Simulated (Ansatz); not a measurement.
AlSi₁₃PH₂₄, a doped nanocrystal cut from the lattice of silicon (Al and P 2.4 A apart): single points at one geometry.

```yaml
crystal:
  periodic: [false, false, false]
  atoms:
    - {symbol: Al, position_ang: [-0.162179, 0.162544, 1.422536]}
    - {symbol: P, position_ang: [1.244880, -1.246297, -0.023661]}
    - {symbol: Si, position_ang: [-2.813072, -2.736790, 1.090333]}
    - {symbol: Si, position_ang: [-2.892087, 0.200540, -1.525792]}
    - {symbol: Si, position_ang: [0.276726, -2.822159, -1.381637]}
    - {symbol: Si, position_ang: [2.818140, -0.278485, -1.384781]}
    - {symbol: Si, position_ang: [-0.198720, 2.895381, -1.524005]}
    - {symbol: Si, position_ang: [2.739766, 2.810372, 1.089449]}
    - {symbol: Si, position_ang: [-1.383924, -4.045477, -0.245786]}
    - {symbol: Si, position_ang: [-4.147372, -1.323937, -0.241334]}
    - {symbol: Si, position_ang: [-1.455190, -1.557406, 2.613441]}
    - {symbol: Si, position_ang: [-1.499019, 1.500656, -0.146019]}
    - {symbol: Si, position_ang: [1.561028, 1.451965, 2.612603]}
    - {symbol: Si, position_ang: [4.044305, 1.381643, -0.251164]}
    - {symbol: Si, position_ang: [1.326407, 4.148274, -0.238036]}
    - {symbol: H, position_ang: [-3.719985, -3.740771, 1.768101]}
    - {symbol: H, position_ang: [-3.839004, 1.047041, -2.344822]}
    - {symbol: H, position_ang: [-2.046966, -0.585276, -2.500976]}
    - {symbol: H, position_ang: [-0.249335, -2.020038, -2.536921]}
    - {symbol: H, position_ang: [1.414765, -3.683169, -1.865906]}
    - {symbol: H, position_ang: [2.014098, 0.247418, -2.538813]}
    - {symbol: H, position_ang: [3.678294, -1.416664, -1.870295]}
    - {symbol: H, position_ang: [-1.045343, 3.843415, -2.341567]}
    - {symbol: H, position_ang: [0.586909, 2.051554, -2.500449]}
    - {symbol: H, position_ang: [3.746158, 3.714846, 1.766914]}
    - {symbol: H, position_ang: [-2.107797, -4.826496, -1.315925]}
    - {symbol: H, position_ang: [-0.628567, -5.030083, 0.613303]}
    - {symbol: H, position_ang: [-5.028026, -2.174939, -1.125017]}
    - {symbol: H, position_ang: [-5.045975, -0.539297, 0.683399]}
    - {symbol: H, position_ang: [-2.380038, -0.966322, 3.653537]}
    - {symbol: H, position_ang: [-0.607264, -2.594440, 3.320757]}
    - {symbol: H, position_ang: [-2.416789, 2.417539, 0.635504]}
    - {symbol: H, position_ang: [2.070329, -2.069527, 0.809965]}
    - {symbol: H, position_ang: [2.598220, 0.601502, 3.316667]}
    - {symbol: H, position_ang: [0.973153, 2.376010, 3.655241]}
    - {symbol: H, position_ang: [5.030662, 0.625394, 0.605121]}
    - {symbol: H, position_ang: [4.823093, 2.105858, -1.322693]}
    - {symbol: H, position_ang: [0.542662, 5.045110, 0.689162]}
    - {symbol: H, position_ang: [2.177087, 5.030511, -1.120453]}
basis:
  gaussian: {orbitals: def2-TZVP, fitting: {mean_field: def2-universal-jkfit}, initial_orbitals: start.molden}
hamiltonian: {xc: pbe0, dispersion: d4}
scf: {omitted_lower_state_checks: [starts]}
output: {orbitals: {seedname: orbitals}}
```

The file start.molden holds the orbitals of an earlier run on this structure, at another level or in another basis.

```sh
$ ansatz run in.yaml --threads 2 --pin off --events-out ev --progress --plain --max-ram 22528MiB --backend cuda --devices 0, --max-vram 18GiB
```

Shortened log:

```
Functional definition: PBE0
2352 factors; integrals over basis functions are off by at most 5.9e-1 eV
mean field evaluation 1: about -118332.8928 eV, gradient 3.9e2 eV
mean field evaluation 2: about -118415.1598 eV, gradient 1.3e2 eV
mean field evaluation 4: about -118575.3450 eV, gradient 5.3e1 eV
mean field evaluation 8: about -118643.1981 eV, gradient 2.4e-1 eV
mean field -118643.18701117 eV, -4360.0567034200 hartree, gradient 1.5e-5 eV, S^2 0.000000; 0 other end points of the search recorded, 0 dependent functions left out
reference -118643.18708795 eV, -4360.0567062415 hartree; 117, 117 occupied and 582, 582 virtual orbitals, 2352 factors
Total energy: -118645.18614915 eV, -4360.1301703855 hartree
Checks for a lower state left out: starts
```

It took 5.5 s on 2 threads of AMD EPYC 7R13 on a shared host and a share (18 GiB) of an NVIDIA H100 80GB HBM3, peak host memory 1 GiB.

The first input with `gaussian: {orbitals: def2-SVP, initial_orbitals: start.molden}` (abridged; 3.8 s):

```
Functional definition: PBE0
mean field -118602.61559304 eV, -4358.5657313038 hartree, gradient 8.6e-6 eV, S^2 0.000000
Total energy: -118604.61471210 eV, -4358.6391975746 hartree
Checks for a lower state left out: starts
```

As the first input, with `gaussian: {orbitals: def2-SVP, initial_orbitals: start.molden}`, `correlation: {method: mp2}` and without the key `hamiltonian` (abridged; 3 s):

```
Functional definition: HF
mean field -118409.38585353 eV, -4351.4646693528 hartree, gradient 2.1e-6 eV, S^2 0.000000
75 core orbitals not correlated: weight in the atoms' cores, before any rotation towards them, 1.000 or more for the frozen orbitals, at most 0.000 for the correlated occupied ones
second order -39.98459500 eV of doubles, -0.00000000 eV of singles
Total energy: -118449.37044853 eV, -4352.9340761166 hartree
Checks for a lower state left out: starts
```

The first input with `hamiltonian: {xc: {name: r2SCAN0}, dispersion: d4}` (abridged; 5.5 s):

```
Functional definition: r2SCAN0
mean field -118680.61541186 eV, -4361.4321717755 hartree, gradient 2.4e-5 eV, S^2 0.000000
Total energy: -118681.39844615 eV, -4361.4609477547 hartree
Checks for a lower state left out: starts
```

As the first input, with `gaussian: {orbitals: def2-SVP, initial_orbitals: start.molden}`, `hamiltonian: {xc: pbe}`, `correlation: {method: rpa}` and without the key `output` (abridged; 5.5 s):

```
Functional definition: PBE
mean field -118590.10880398 eV, -4358.1061152833 hartree, gradient 1.8e-6 eV, S^2 0.000000
75 core orbitals not correlated: weight in the atoms' cores, before any rotation towards them, 1.000 or more for the frozen orbitals, at most 0.000 for the correlated occupied ones
Total energy: -118481.86518072 eV, -4354.1282354987 hartree
Checks for a lower state left out: starts
```

Geometry: PBE-D4/def2-SVP.

Correlated methods freeze 75 core orbitals. Single mean-field runs in def2-TZVP are fitted with def2-universal-jkfit.
